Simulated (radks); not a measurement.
Coulomb parameter of the 5d shell of the hafnium ion Hf2+ in the model configuration [Xe] 4f14 5d1 6s1, as a second difference U = [E(n + 0.5) + E(n - 0.5) - 2 E(n)] / (0.5)^2 with all orbitals relaxed. "Bare": the charge of the atom changes with n. "Screened": the 6s shell takes up the change at fixed total charge, which measures U(5d,5d) + U(6s,6s) - 2 U(5d,6s). Calculated with a radial shooting solver on a logarithmic mesh with Libxc functionals: scalar-relativistic Kohn-Sham, LDA (Slater exchange, Perdew-Wang correlation), spin-unpolarised, spherical densities, finite nucleus; Fermi nuclear charge, rms radius 5.347 fm.

case                   configuration  E - E(n) (eV)
start              [Xe] 4f14 5d1 6s1          0.000
bare +0.5        [Xe] 4f14 5d1.5 6s1         -8.191
bare -0.5        [Xe] 4f14 5d0.5 6s1         10.735
screened +0.5  [Xe] 4f14 5d1.5 6s0.5          0.147
screened -0.5  [Xe] 4f14 5d0.5 6s1.5          0.036

U(bare) = 10.175 eV, U(screened by 6s) = 0.732 eV, against the Slater integral F0(5d,5d) = 12.093 eV with frozen orbitals.
